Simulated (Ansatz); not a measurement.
`C[Si](N)(O)[SiH3]` + `OBO` → `OB(O)[SiH3]` + `C[SiH](N)O`  (formal exchange of groups at the Si–Si bond)

Gas-phase electronic energies from Ansatz, PBE0-D4/def2-TZVP geometries. CCSD(T)/CBS is the MP2 limit (def2-TZVPP, def2-QZVPP) plus CCSD(T) − MP2 in def2-TZVPP, frozen cores. This one scheme is used for every species. DFT in def2-TZVPP. B3LYP here is the variant with VWN-RPA as its local correlation; programs differ in this. One conformer a species, not always the lowest.

| level | ΔE (kJ/mol) | difference from CCSD(T)/CBS |
| --- | --- | --- |
| PBE-D4 | 33.5 | 4.8 |
| PBE0-D4 | 33.4 | 4.7 |
| ωB97X-V | 28.7 | 0.0 |
| ωB97M-V | 27.5 | -1.2 |
| B2PLYP | 26.6 | -2.1 |
| r2SCAN | 30.3 | 1.6 |
| PBE0 | 30.2 | 1.5 |
| B3LYP | 25.6 | -3.1 |
| HF/def2-TZVPP | 24.0 | -4.7 |
| MP2/def2-TZVPP | 28.4 | -0.3 |
| CCSD/def2-TZVPP | 26.8 | -1.9 |
| HF/def2-QZVPP | 23.8 | -4.9 |
| MP2/def2-QZVPP | 28.9 | 0.2 |
| SCS-MP2/def2-QZVPP | 27.0 | -1.7 |
| HF/CBS(def2) | 23.8 | -4.9 |
| CCSD/CBS(def2) | 27.9 | -0.8 |
| CCSD(T)/CBS | 28.7 | 0 |

Largest T1 diagnostic among the species: 0.014.

In def2-TZVPP, CCSD(T) changes the Hartree–Fock value by +3.6 kJ/mol (the triples alone add +0.8 kJ/mol) and MP2 by +4.3 kJ/mol. The D4 term adds +5.3 kJ/mol with B3LYP and +3.3 kJ/mol with PBE0; it sums over pairs of atoms, weighted by their polarisabilities, and B3LYP, whose exchange is more repulsive, gets the larger term.
